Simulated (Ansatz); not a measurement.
`CC(C)[Si]O` + H–F → `O[Si]F` + propane at 400 K and 1 bar (ligand exchange at the Si–C bond).

Gas-phase electronic energies from Ansatz, PBE0-D4/def2-TZVP geometries. CCSD(T)/CBS adds triple-zeta CCSD(T) − MP2 to the extrapolated MP2 energy (def2 sets, frozen cores). This one scheme is used for every species. One conformer a species, not always the lowest.

```csv
species,CCSD(T)/CBS energy (Eh),H − E (kJ/mol),S (J/(mol·K))
`CC(C)[Si]O`,-483.23343,315.6,386.6
H–F,-100.39570,36.5,182.2
`O[Si]F`,-464.72778,60.6,283.4
`CCC`,-118.98051,294.1,291.8
```

H − E and S are ideal-gas, rigid-rotor, harmonic terms from PBE0-D4/def2-TZVP, for one conformer and one mirror image of each species. 1 Eh = 2625.50 kJ/mol, R = 8.31446 J/(mol·K).

Question: By hand: ΔE, ΔH, ΔS and ΔG.

Answer: ΔE = (-464.72778) + (-118.98051) − (-483.23343) − (-100.39570) = -0.07916 Eh = -207.8 kJ/mol. Δ(H − E) = 60.6 + 294.1 − 315.6 − 36.5 = 2.6, so ΔH = -205.2 kJ/mol. ΔS = 283.4 + 291.8 − 386.6 − 182.2 = 6.4 J/(mol·K). ΔG = -205.2 − 400 × (6.4)/1000 = -207.8 kJ/mol.

Question: By hand: the equilibrium constant, and the temperature at which ΔG would vanish if ΔH and ΔS stayed fixed.

Answer: log₁₀ K = −ΔG/(RT ln 10) = 27.1. ΔH and −TΔS have one sign here, so there is no such temperature.

The number of gas molecules stays the same, so ΔS is small and ΔH decides. A doubt of 5 kJ/mol in ΔE shifts log₁₀ K by 0.7 here. Other conformers and mirror images would add mixing entropy, several J/(mol·K) or more a flexible species. Modes under 60 cm⁻¹, often nearly free rotors, make the harmonic entropy too high. These are equilibria of isolated gas molecules and say nothing of rates. Largest T1 diagnostic: 0.015 (customary marks: 0.02 for closed shells, 0.045 for open ones).

ΔS is within the doubt of such terms, so its sign, and with it that verdict, could turn.
